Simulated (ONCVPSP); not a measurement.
**Reading a pseudo-wave (K (Z = 19))**

Columns: radius, all-electron u(r) and pseudo u(r) of the 3s shell (level -35.34 eV) of potassium in the configuration [Ne] 3s2 3p6 4s1; PBE, scalar-relativistic, ONCV scheme, ONCVPSP 4.0.1.

```json
{"r (bohr)": "0.110", "all-electron": "-0.0173", "pseudo": "0.1134"}
{"r (bohr)": "0.220", "all-electron": "-0.4624", "pseudo": "0.2288"}
{"r (bohr)": "0.330", "all-electron": "-0.4295", "pseudo": "0.3469"}
{"r (bohr)": "0.440", "all-electron": "-0.1326", "pseudo": "0.4663"}
{"r (bohr)": "0.550", "all-electron": "0.2218", "pseudo": "0.5832"}
{"r (bohr)": "0.660", "all-electron": "0.5295", "pseudo": "0.6918"}
{"r (bohr)": "0.770", "all-electron": "0.7559", "pseudo": "0.7854"}
{"r (bohr)": "0.880", "all-electron": "0.8984", "pseudo": "0.8575"}
{"r (bohr)": "0.990", "all-electron": "0.9685", "pseudo": "0.9035"}
{"r (bohr)": "1.100", "all-electron": "0.9826", "pseudo": "0.9211"}
{"r (bohr)": "1.210", "all-electron": "0.9566", "pseudo": "0.9110"}
{"r (bohr)": "1.320", "all-electron": "0.9045", "pseudo": "0.8764"}
{"r (bohr)": "1.430", "all-electron": "0.8370", "pseudo": "0.8228"}
{"r (bohr)": "1.540", "all-electron": "0.7618", "pseudo": "0.7563"}
{"r (bohr)": "1.650", "all-electron": "0.6846", "pseudo": "0.6832"}
{"r (bohr)": "1.760", "all-electron": "0.6091", "pseudo": "0.6089"}
{"r (bohr)": "1.870", "all-electron": "0.5375", "pseudo": "0.5375"}
{"r (bohr)": "1.980", "all-electron": "0.4713", "pseudo": "0.4712"}
{"r (bohr)": "2.090", "all-electron": "0.4110", "pseudo": "0.4109"}
{"r (bohr)": "2.200", "all-electron": "0.3568", "pseudo": "0.3568"}
{"r (bohr)": "2.310", "all-electron": "0.3086", "pseudo": "0.3086"}
{"r (bohr)": "2.420", "all-electron": "0.2661", "pseudo": "0.2661"}
{"r (bohr)": "2.530", "all-electron": "0.2289", "pseudo": "0.2289"}
{"r (bohr)": "2.640", "all-electron": "0.1964", "pseudo": "0.1964"}
{"r (bohr)": "2.750", "all-electron": "0.1682", "pseudo": "0.1682"}
{"r (bohr)": "2.860", "all-electron": "0.1438", "pseudo": "0.1438"}
```

(1) How many radial nodes do the two functions have?

(2) At about which radius was the pseudo-wave matched?

(3) Where does each function peak?

(4) Is the pseudo-wave norm-conserving?

Answers

(1) The all-electron 3s function has n − l − 1 = 2 (the table is too coarse to show those close to the nucleus); the pseudo-wave has 0, since the states of the same l below it are removed with the core.

(2) 1.90 bohr. The columns agree to 0.0005 from 1.76 bohr on; several derivatives are matched, so the curves merge somewhat inside the radius.

(3) Outermost all-electron maximum near 1.10 bohr, pseudo maximum near 1.10 bohr (to the table’s step).

(4) Yes: the ONCV scheme keeps the norm inside the radius equal to the all-electron one, which fixes the energy derivative of the logarithmic derivative at the level.
